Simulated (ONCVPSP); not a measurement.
**Scattering properties, ONCV potential for bromine**

bromine, optimised norm-conserving Vanderbilt (ONCV), made with ONCVPSP 4.0.1 (PBE, scalar-relativistic). Core [Ne], reference 3s2 3p6 3d10 4s2 4p4 (charge +1). Waves: 3s+4s: rc 1.05 bohr, ncon 3, nbas 6, qcut 12.8 1/bohr, 2 projectors; 3p+4p: rc 0.95 bohr, ncon 4, nbas 8, qcut 14.4 1/bohr, 2 projectors; 3d: rc 0.55 bohr, ncon 4, nbas 7, qcut 19.4 1/bohr, 1 projector. Local part: polynomial inside 0.50 bohr (lpopt 5, dvloc0 0 Ha). Core correction: Teter function, fcfact 2.25, rcfact 1.8.

The phase is arctan(r·R′/R) of the radial function R(r), unwrapped; energies in Ha, scanned from -11 to 5 Ha. A pole is an energy at which the radial function vanishes at the test radius. The pseudo phase is shifted by a multiple of π to meet the all-electron one at the reference energy, and phase errors are pseudo minus all-electron; the curves can meet again beyond the range given. Levels narrower than the energy grid can be missing from the lists of poles.

Problem. For each channel, where are the poles, and over which energies does the pseudopotential scatter like the atom?

Solution.

| channel | radius (bohr) | reference energy (Ha) | poles, all-electron | poles, pseudo | unbroken range about the reference energy with phases within 0.05 rad | phase error 1 Ha above the reference energy (rad) |
| --- | --- | --- | --- | --- | --- | --- |
| s | 1.07 | -1.12 | -8.68 | -8.68 | the whole range | -0.000 |
| p | 0.97 | -0.64 | -5.66 | -5.66 | the whole range | +0.000 |
| d | 0.56 | -2.86 | none | none | the whole range | +0.000 |

Phases in the s channel:

| E (Ha) | all-electron | pseudo |
| --- | --- | --- |
| -10.96 | 1.043 | 1.043 |
| -10.52 | 0.887 | 0.886 |
| -10.08 | 0.460 | 0.459 |
| -9.64 | -0.679 | -0.680 |
| -9.20 | -1.333 | -1.333 |
| -8.76 | -1.548 | -1.548 |
| -8.32 | -1.650 | -1.650 |
| -7.88 | -1.713 | -1.713 |
| -7.44 | -1.758 | -1.758 |
| -7.00 | -1.795 | -1.795 |
| -6.56 | -1.828 | -1.828 |
| -6.12 | -1.859 | -1.859 |
| -5.68 | -1.890 | -1.890 |
| -5.24 | -1.922 | -1.923 |
| -4.80 | -1.957 | -1.958 |
| -4.36 | -1.996 | -1.997 |
| -3.92 | -2.041 | -2.041 |
| -3.48 | -2.094 | -2.094 |
| -3.04 | -2.156 | -2.156 |
| -2.60 | -2.233 | -2.233 |
| -2.16 | -2.330 | -2.330 |
| -1.72 | -2.453 | -2.453 |
| -1.28 | -2.610 | -2.610 |
| -0.84 | -2.809 | -2.809 |
| -0.40 | -3.046 | -3.046 |
| 0.04 | -3.305 | -3.305 |
| 0.48 | -3.553 | -3.554 |
| 0.92 | -3.767 | -3.768 |
| 1.36 | -3.938 | -3.939 |
| 1.80 | -4.072 | -4.074 |
| 2.24 | -4.176 | -4.178 |
| 2.68 | -4.258 | -4.260 |
| 3.12 | -4.324 | -4.326 |
| 3.56 | -4.377 | -4.380 |
| 4.00 | -4.422 | -4.425 |
| 4.44 | -4.459 | -4.462 |
| 4.88 | -4.491 | -4.495 |
